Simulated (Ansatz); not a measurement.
`[SeH][SiH2]Br` + H₂ → H₂Se + `[SiH3]Br` at 700 K and 1 bar (hydrogenolysis of the Se–Si bond).

Program: Ansatz. Geometries: PBE0-D4/def2-TZVP. ΔE: electronic, gas phase. CBS: MP2 limit from def2 TZ/QZ plus the TZ coupled-cluster correction, frozen cores. This one scheme is used for every species. For Br, Se outer-core shells are correlated without core-valence functions, which leaves a few kJ/mol of doubt a bond. Scalar relativity is left out up to krypton. One conformer a species, not always the lowest.

```
        species  CCSD(T)/CBS energy (Eh)  H − E (kJ/mol)  S (J/(mol·K))
`[SeH][SiH2]Br`              -5264.97418           124.2          409.1
             H₂                 -1.17544            46.8          155.3
           H₂Se              -2401.89790            61.1          251.1
     `[SiH3]Br`              -2864.23411           106.5          319.2
```

H − E and S are ideal-gas, rigid-rotor, harmonic terms from PBE0-D4/def2-TZVP, for one conformer and one mirror image of each species. The MP2-based limit puts H₂ 0.8 mEh under its directly extrapolated value; such offsets cancel only in part. 1 Eh = 2625.50 kJ/mol, R = 8.31446 J/(mol·K).

Problem. By hand: ΔE, ΔH, ΔS and ΔG.

Solution. ΔE = (-2401.89790) + (-2864.23411) − (-5264.97418) − (-1.17544) = 0.01761 Eh = 46.2 kJ/mol. Δ(H − E) = 61.1 + 106.5 − 124.2 − 46.8 = -3.4, so ΔH = 42.8 kJ/mol. ΔS = 251.1 + 319.2 − 409.1 − 155.3 = 5.9 J/(mol·K). ΔG = 42.8 − 700 × (5.9)/1000 = 38.7 kJ/mol.

Problem. By hand: the equilibrium constant, and the temperature at which ΔG would vanish if ΔH and ΔS stayed fixed.

Solution. log₁₀ K = −ΔG/(RT ln 10) = -2.9. ΔG = 0 at ΔH/ΔS = 7254 K, far beyond where these terms or the molecules hold.

The number of gas molecules stays the same, so ΔS is small and ΔH decides. A doubt of 5 kJ/mol in ΔE shifts log₁₀ K by 0.4 here. Other conformers and mirror images would add mixing entropy, several J/(mol·K) or more a flexible species. These are equilibria of isolated gas molecules and say nothing of rates. Largest T1 diagnostic: 0.008 (customary marks: 0.02 for closed shells, 0.045 for open ones).
